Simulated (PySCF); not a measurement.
A mixed set of molecules. Theory: TDDFT B3LYP/def2-SVPD, vertical, gas phase, core orbitals frozen in the response, def2 core potentials past Kr in PySCF 2.14.0, density-fitted response routines. Geometries: PBE0-D3(BJ)/def2-SVP; one conformer of each isolated species. Triplets are in the Tamm–Dancoff approximation. Atoms past krypton carry core potentials; spin–orbit coupling is left out. Ions are computed without counter-ions or solvent.

Problem. Rank by computed lowest singlet excitation energy, lowest first.
A. `[CH3][Y]([CH3])[CH3]`
B. `S=C=[N][In-]([N]=C=S)([N]=C=S)[N]=C=S`
C. `O=C(Cl)C1=CC=CC=C1F`
D. `CCN[Si](Cl)(Cl)Cl`
E. `O=S(O)(=O)C`

Solution. A (2.88 eV), C (4.43 eV), B (5.05 eV), D (5.97 eV), E (7.45 eV).

| SMILES | S1 (eV) | T1 (eV) | first f ≥ 0.01 (nm) | f (S1) | α (au) | S1 mainly |
| --- | --- | --- | --- | --- | --- | --- |
| [CH3][Y]([CH3])[CH3] | 2.88 | 2.74 | 304 | 0.002 | 86.3 | H-1/H→L (98%) |
| O=C(Cl)c1ccccc1F | 4.43 | – | 276 | 0.004 | 100.3 | H-2→L (64%) |
| S=C=[N][In-]([N]=C=S)([N]=C=S)[N]=C=S | 5.05 | 4.59 | – | 0.000 | 219.8 | H-2/H-1/H→L+1/L+2 (≥42%) |
| CCN[Si](Cl)(Cl)Cl | 5.97 | 5.75 | 169 | 0.008 | 97.5 | H→L (98%) |
| CS(=O)(=O)O | 7.45 | 7.25 | 156 | 0.004 | 45.1 | H→L (97%) |

H and L stand for HOMO and LUMO; a dash means that no computed state gives the value. A slash joins orbitals within 0.01 eV of each other, whose weights are summed (≥ marks a lower bound).
